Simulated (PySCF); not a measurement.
# Dipole moment and polarisability of `C=C[C@@H](C=O)C[SiH3]`

C5H10OSi.
SMILES with atom numbers: `[CH2:1]=[CH:2][C@@H:3]([CH:4]=[O:5])[CH2:6][SiH3:7]` (hydrogens: H8, H9 on C1; H10 on C2; H11 on C3; H12 on C4; H13, H14 on C6; H15, H16, H17 on Si7)

Structure used (GFN2-xTB), in Å, numbered top down from 1:
```
atom  x, y, z in Å
C1    -1.7335    1.4769    1.5882
C2    -1.4376    0.8334    0.4747
C3    -0.2513   -0.0779    0.3044
C4    -0.7842   -1.4818    0.1726
O5    -0.6212   -2.2056   -0.7680
C6     0.5863    0.3254   -0.9079
Si7    2.2443   -0.6036   -1.0344
H8    -1.1297    1.3851    2.4766
H9    -2.5868    2.1301    1.6580
H10   -2.0558    0.9423   -0.4067
H11    0.3479   -0.0463    1.2222
H12   -1.3931   -1.7989    1.0433
H13   -0.0040    0.1501   -1.8085
H14    0.7737    1.4001   -0.8562
H15    3.0240   -0.2680    0.1649
H16    2.0727   -2.0480   -1.1134
H17    2.9413   -0.1012   -2.2198
```

Level: CAM-B3LYP/def2-SVPD (PySCF), static field, nuclei fixed, core orbitals frozen in the response. The polarisability tensor in these axes (au):

```
x    91.46  -8.30 -13.66
y    -8.30  87.84  11.66
z   -13.66  11.66  90.60
```

Q: Diagonalise the tensor; give its mean and Δα, where Δα² is half the sum of the squared differences of the eigenvalues.

A: Principal values 76.00, 81.18 and 112.72 au; mean 89.97 au = 13.33 Å³ = 14.83 × 10⁻⁴⁰ C²·m²/J; Δα = 34.42 au (38 % of the mean).

Q: What is the dipole moment, and where does it point?

A: (-0.63, 2.06, 1.71) D, 2.75 D in size, pointing from the negative to the positive side. Measured along this direction, the outermost atoms are H16 at the negative end and H9 at the positive end.

Q: What would n − 1 = 2πNα be for an ideal gas of these molecules at 500 K and 1 atm, electronic part alone?

A: N = p/kT = 1.4678 × 10¹⁹ cm⁻³, so n − 1 = 2π × N × 13.33 × 10⁻²⁴ cm³ = 1230 × 10⁻⁶ at long wavelengths.

Q: In a dilute gas of rigid molecules at 400 K, how does the orientational term μ²/3kT compare with the electronic polarisability?

A: In Gaussian units μ²/3kT = 45.65 Å³ against 13.33 Å³, a ratio of 3.42; the Debye molar polarisation (4π/3)N_A(α + μ²/3kT) is 148.8 cm³/mol, leaving out the vibrational part.

Q: Find the Langevin capture rate constant for NH4+ (18.034 u) meeting this molecule (114.050 u), k = 2.342 × 10⁻⁹ cm³/s × √(α in Å³ / reduced mass in u).

A: The reduced mass is 15.57 u, so k = 2.17 × 10⁻⁹ cm³/s. The formula leaves out the permanent dipole, which adds to the capture rate.

Q: Give the principal axes and the span of the nuclei along them.

A: Largest value along (-0.60, 0.50, 0.63), where the nuclei span 6.86 Å; middle along (0.67, 0.74, 0.05), 4.04 Å; least along (0.44, -0.45, 0.77), 3.23 Å. The response follows the extents in order.

Q: Traceless (Buckingham) quadrupole moment about the centre of nuclear charge: eigenvalues?

A: -7.89, 2.67, 5.21 D·Å. The values depend on the origin, since the dipole doesn't vanish. The electronic extent ⟨r²⟩ about the same centre is 1173 bohr², a root-mean-square distance of 2.30 Å for the 62 electrons.

Isolated species at its GFN2-xTB geometry (one conformer only).
